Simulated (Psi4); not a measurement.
HO$_{2}$, doublet, at a GFN2-xTB geometry; CISD/STO-3G in Psi4 1.11.

Input for Psi4:
```
memory 2 GB

molecule {
0 2
O     0.06734955    0.70545160   -0.04079075
O     0.02832837   -0.59600105   -0.02035813
H    -0.76542330   -0.87560443    0.48919096
}

set {
  basis sto-3g
  reference uhf
}

energy('cisd')
print_variables()
```

Output, abridged:

```
Traceback (most recent call last):
  File "psi4", line 375, in <module>
  File "<string>", line 24, in <module>
  File "site-packages/psi4/driver/driver.py", line 461, in energy
  File "site-packages/psi4/driver/task_planner.py", line 255, in task_planner
  File "site-packages/psi4/driver/driver_util.py", line 222, in negotiate_derivative_type
  File "site-packages/psi4/driver/driver_util.py", line 355, in highest_analytic_derivative_available

psi4.driver.p4util.exceptions.MissingMethodError: Method=cisd is not available for any derivative level under conditions CI_TYPE=CONV, REFERENCE=UHF, FREEZE_CORE=FALSE, QC_MODULE=(auto). See https://psicode.org/psi4manual/master/introduction.html#ss-cisd. Or did you mean? ccd ccsd cisdt cisdtq qcisd lccsd ci2 ci3 ci4 ci5 ci6 ci7 ci8 ci9 ci10 ci11 ci12 ci13 ci14 ci15 ci16 ci17 ci18 ci19 ci20 ci21 ci22 ci23 ci24 ci25 ci26 ci27 ci28 ci29 ci30 ci31 ci32 ci33 ci34 ci35 ci36 ci37 ci38 ci39 ci40 ci41 ci42 ci43 ci44 ci45 ci46 ci47 ci48 ci49 ci50 ci51 ci52 ci53 ci54 ci55 ci56 ci57 ci58 ci59 ci60 ci61 ci62 ci63 ci64 ci65 ci66 ci67 ci68 ci69 ci70 ci71 ci72 ci73 ci74 ci75 ci76 ci77 ci78 ci79 ci80 ci81 ci82 ci83 ci84 ci85 ci86 ci87 ci88 ci89 ci90 ci91 ci92 ci93 ci94 ci95 ci96 ci97 ci98

Printing out the relevant lines from the Psithon --> Python processed input file:
    H    -0.76542330   -0.87560443    0.48919096
    """)
    core.IO.set_default_namespace("")
    core.set_global_option("BASIS", "sto-3g")
    core.set_global_option("REFERENCE", "uhf")
--> energy('cisd')
    print_variables()

!----------------------------------------------------------------------------------!
!                                                                                  !
!  Method=cisd is not available for any derivative level under conditions          !
!     CI_TYPE=CONV, REFERENCE=UHF, FREEZE_CORE=FALSE, QC_MODULE=(auto). See        !
!     https://psicode.org/psi4manual/master/introduction.html#ss-cisd. Or did you  !
!     mean? ccd ccsd cisdt cisdtq qcisd lccsd ci2 ci3 ci4 ci5 ci6 ci7 ci8 ci9 ci10 !
!     ci11 ci12 ci13 ci14 ci15 ci16 ci17 ci18 ci19 ci20 ci21 ci22 ci23 ci24 ci25   !
!     ci26 ci27 ci28 ci29 ci30 ci31 ci32 ci33 ci34 ci35 ci36 ci37 ci38 ci39 ci40   !
!     ci41 ci42 ci43 ci44 ci45 ci46 ci47 ci48 ci49 ci50 ci51 ci52 ci53 ci54 ci55   !
!     ci56 ci57 ci58 ci59 ci60 ci61 ci62 ci63 ci64 ci65 ci66 ci67 ci68 ci69 ci70   !
!     ci71 ci72 ci73 ci74 ci75 ci76 ci77 ci78 ci79 ci80 ci81 ci82 ci83 ci84 ci85   !
!     ci86 ci87 ci88 ci89 ci90 ci91 ci92 ci93 ci94 ci95 ci96 ci97 ci98             !
!                                                                                  !
!----------------------------------------------------------------------------------!
```

The input was rejected before any calculation.
